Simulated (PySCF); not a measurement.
## TDDFT excited states: AsP2Sb

Compound: PPAsSb tetrahedron, AsP2Sb.
Z-matrix (Å and degrees, PBE0-D3(BJ)/def2-SVP geometry), rows numbered from 1:
```
P 
P   1  2.2245
As  2  2.3291  1   61.49
Sb  1  2.5308  2   63.93  3    74.21
```

The calculation used TDDFT wB97X-D/def2-SVPD, vertical, gas phase, core orbitals frozen in the response, def2 core potentials past Kr (PySCF). Spin–orbit coupling is left out.

```tsv
state	E (eV)	E (kJ/mol)	λ (nm)	f	|μ| (D)	symmetry	main configurations (H = HOMO, L = LUMO)
S1	3.97	383	311.9	0.0001	0.08	–	H→L (63%), H-1→L+1 (36%)
S2	4.18	403	296.7	0.0008	0.22	–	H→L+1 (48%), H-1→L (42%)
S3	4.23	408	293.1	0.0000	0.04	–	H-1→L+1 (60%), H→L (32%)
S4	4.66	449	266.2	0.011	0.79	A″	H→L+2 (77%), H-1→L+3 (10%)
S5	4.73	457	262.0	0.021	1.07	A′	H-1→L+2 (87%)
S6	4.74	457	261.6	0.0026	0.38	A″	H-1→L+3 (74%), H→L+2 (14%)
S7	4.81	464	257.5	0.031	1.31	A′	H→L+3 (30%), H-1→L (21%), H-2→L+1 (19%)
S8	4.91	473	252.7	0.0096	0.72	A′	H→L+3 (40%), H-2→L+1 (26%), H→L+1 (14%)
S9	4.92	475	251.8	0.0031	0.40	A″	H-2→L (93%)
S10	5.12	494	242.1	0.0051	0.51	A″	H→L+4 (77%)
```

Triplets, Tamm–Dancoff:

```json
{"state": "T1", "E (eV)": "3.34", "λ (nm)": "371.0", "main configurations (H = HOMO, L = LUMO)": "H-1→L (56%), H→L+1 (38%)"}
{"state": "T2", "E (eV)": "3.56", "λ (nm)": "348.3", "main configurations (H = HOMO, L = LUMO)": "H→L+1 (53%), H-1→L (38%)"}
{"state": "T3", "E (eV)": "3.64", "λ (nm)": "340.7", "main configurations (H = HOMO, L = LUMO)": "H→L (50%), H-1→L+1 (37%)"}
{"state": "T4", "E (eV)": "3.95", "λ (nm)": "313.7", "main configurations (H = HOMO, L = LUMO)": "H-1→L+1 (55%), H→L (43%)"}
```

The lowest singlet lies at 3.97 eV (312 nm, ultraviolet) and is dark (f under 0.0005); its leading configuration is HOMO→LUMO (63%). The most intense listed level is S7 at 4.81 eV (258 nm, f = 0.031), 0.84 eV above S1. S5/S6 lie within about 0.01 eV of each other. Löwdin shares by element: HOMO (one of a set within 0.03 eV) phosphorus 52%, antimony 36%, arsenic 12%; LUMO antimony 53%, arsenic 37%, phosphorus 10%. Of the 10 states listed, 3 reach f = 0.01 and 2 stay under 0.0005. Weighted by f, the mean energy of these states is 4.80 eV. The vertical ionisation energy (ΔSCF) is 8.72 eV, 3.60 eV above S10. Symmetry labels in Cs follow from the direction of the transition dipole and are given only for states with f of 0.002 or more. Only the lowest 10 singlets were computed, as vertical energies without vibronic structure.

On one thread of an Arm Neoverse V1, shared host, this took 69 s of wall time.
